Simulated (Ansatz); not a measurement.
`N/C=C(\F)[SiH3]` + NH₃ → `N[SiH3]` + `N/C=C\F` at 600 K and 1 bar (ligand exchange at the Si–C bond).

Isolated molecules relaxed with PBE0-D4/def2-TZVP in Ansatz; ΔE leaves out vibrations. CCSD(T)/CBS adds triple-zeta CCSD(T) − MP2 to the extrapolated MP2 energy (def2 sets, frozen cores). This one scheme is used for every species. Double bonds are as drawn, so ΔE can hold a change between cis and trans. One conformer a species, not always the lowest.

| species | CCSD(T)/CBS energy (Eh) | H − E (kJ/mol) | S (J/(mol·K)) |
| --- | --- | --- | --- |
| `N/C=C(\F)[SiH3]` | -523.25198 | 265.0 | 429.0 |
| NH₃ | -56.50880 | 112.4 | 219.5 |
| `N[SiH3]` | -346.80422 | 170.6 | 320.8 |
| `N/C=C\F` | -232.96965 | 205.1 | 343.9 |

H − E and S are ideal-gas, rigid-rotor, harmonic terms from PBE0-D4/def2-TZVP, for one conformer and one mirror image of each species. 1 Eh = 2625.50 kJ/mol, R = 8.31446 J/(mol·K).

Question: By hand: ΔE, ΔH, ΔS and ΔG.

Answer: ΔE = (-346.80422) + (-232.96965) − (-523.25198) − (-56.50880) = -0.01309 Eh = -34.4 kJ/mol. Δ(H − E) = 170.6 + 205.1 − 265.0 − 112.4 = -1.7, so ΔH = -36.1 kJ/mol. ΔS = 320.8 + 343.9 − 429.0 − 219.5 = 16.2 J/(mol·K). ΔG = -36.1 − 600 × (16.2)/1000 = -45.8 kJ/mol.

Question: By hand: the equilibrium constant, and the temperature at which ΔG would vanish if ΔH and ΔS stayed fixed.

Answer: log₁₀ K = −ΔG/(RT ln 10) = 4.0. ΔH and −TΔS have one sign here, so there is no such temperature.

ΔH outweighs TΔS. A doubt of 5 kJ/mol in ΔE shifts log₁₀ K by 0.4 here. Other conformers and mirror images would add mixing entropy, several J/(mol·K) or more a flexible species. These are equilibria of isolated gas molecules and say nothing of rates. Largest T1 diagnostic: 0.013 (customary marks: 0.02 for closed shells, 0.045 for open ones).
